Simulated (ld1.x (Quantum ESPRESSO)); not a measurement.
Results of a calculation; reference values are marked as such.
**Potentials for silicon (Si) compared**

Generated with ld1.x 7.5 (TM, RRKJ, ultrasoft, PAW), atompaw 4.2 or ONCVPSP 4.0.1. The cutoff is in Ry: for ld1.x and atompaw files where the sum of valence levels is converged to 10 mRy in a Bessel basis, for ONCV files where the hardest occupied wave has 1 mHa per electron of residual kinetic energy. The error is the largest all-electron minus pseudo excitation energy over each file’s own four to seven test configurations (ionisations up to +4, promotions, holes and added fractions of an electron), all of which were solved. The labels leave out finer settings (local radius, basis sizes, second energies), which also bear on the numbers. Spin-polarised tests are not counted. The rows are a selection from randomly drawn settings: files with unsolved tests, undetermined cutoffs or missed reference levels are left out.

```csv
potential,cutoff (Ry),largest error (meV),bound ghosts
"ultrasoft, LDA (PZ), non-relativistic, rc 1.80/2.40/2.40 (spd), local d, core correction no, reference 3s2 3p2",10,+193,none
"TM semilocal, LDA (PZ), scalar-relativistic, rc 1.78/2.18/2.18 (spd), local p, core correction no, reference 3s2 3p0",18,+98,none
"RRKJ, PBE, fully relativistic, rc 1.55/2.30/1.95 (spd), local smoothed, core correction no, reference 3s2 3p1.5",18,+35,none
"TM, PBEsol, scalar-relativistic, rc 1.85/1.85/1.60 (spd), local s, core correction no, reference 3s1.5 3p2.5",15,+70,none
"ultrasoft, Wu–Cohen, scalar-relativistic, rc 2.00/1.65 (sp), local smoothed, core correction yes, reference 3s2 3p0",6,-33,none
"TM semilocal, PBE, scalar-relativistic, rc 1.70/2.35 (sp), local s, core correction yes, reference 3s1.75 3p2.25",15,+60,none
```

(1) Fill in the row for Si: TM, PBEsol, non-relativistic, rc 1.70/1.35 (sp), local s, core correction no, reference 3s2 3p1.

Results:

(1) cutoff 45 Ry, largest error +56 meV, bound ghosts: none.
